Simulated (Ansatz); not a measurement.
Geometry optimisation, RKS B3LYP/def2-SVP (Ansatz 0.2.0).

Input:

```yaml
crystal:
  periodic: [false, false, false]
  atoms:
    - { symbol: Ge, position_ang: [0.248998, -0.040464, -0.012787] }
    - { symbol: Cl, position_ang: [0.441241, 0.023077, 2.186428] }
    - { symbol: H, position_ang: [1.676322, -0.012593, -0.573412] }
    - { symbol: F, position_ang: [-0.485323, 1.457622, -0.496175] }
    - { symbol: H, position_ang: [-0.654561, -1.205888, -0.407109] }
    - { symbol: Br, position_ang: [-3.177554, -0.179009, 1.11294] }
    - { symbol: H, position_ang: [-2.126623, 0.076156, 2.155216] }
basis:
  gaussian: { orbitals: def2-SVP }
hamiltonian:
  xc: b3lyp
relax:
  f_tol: 0.03
  max_steps: 50
```

Launched with:

```bash
$ ansatz run input.yaml --threads 2 --pin off --max-ram 3072MiB --backend cpu --events-out ev --progress --plain --runs-dir out
```

Task: Where does it end, and by what steps?

Result: The run converged. The force dipped under the threshold on the way, but the program's further checks kept it going. After 17 steps the energy has fallen by 0.138 eV; Br6 moved furthest, 0.82 Å.

```tsv
step	energy less start (eV)	largest force component (eV/Å)	accepted
0	0.0000	1.088	yes
1	-0.0984	0.284	yes
2	-0.1119	0.077	yes
3	-0.1193	0.247	yes
4	-0.1235	0.281	yes
5	-0.1296	0.027	yes
6	-0.1312	0.191	yes
7	-0.1327	0.076	yes
8	-0.1333	0.128	yes
9	-0.1331	0.136	no
10	-0.1353	0.033	yes
11	-0.1359	0.004	yes
12	-0.1364	0.102	yes
13	-0.1369	0.041	yes
14	-0.1372	0.017	yes
15	-0.1374	0.047	yes
16	-0.1375	0.037	yes
17	-0.1376	0.014	yes
```

```xyz
7
Properties=species:S:1:pos:R:3
Ge 0.380 0.061 -0.110
Cl 0.235 0.376 2.038
H 1.813 -0.378 -0.426
F 0.138 1.617 -0.850
H -0.775 -0.846 -0.542
Br -3.584 -0.569 1.715
H -2.284 -0.142 2.141
```

Whether the end is a true minimum wasn't checked by a vibrational analysis.

The run took 33 s on 2 threads of Intel(R) Xeon(R) 6975P-C (Granite Rapids), on a shared host, peak memory 0.3 GiB.
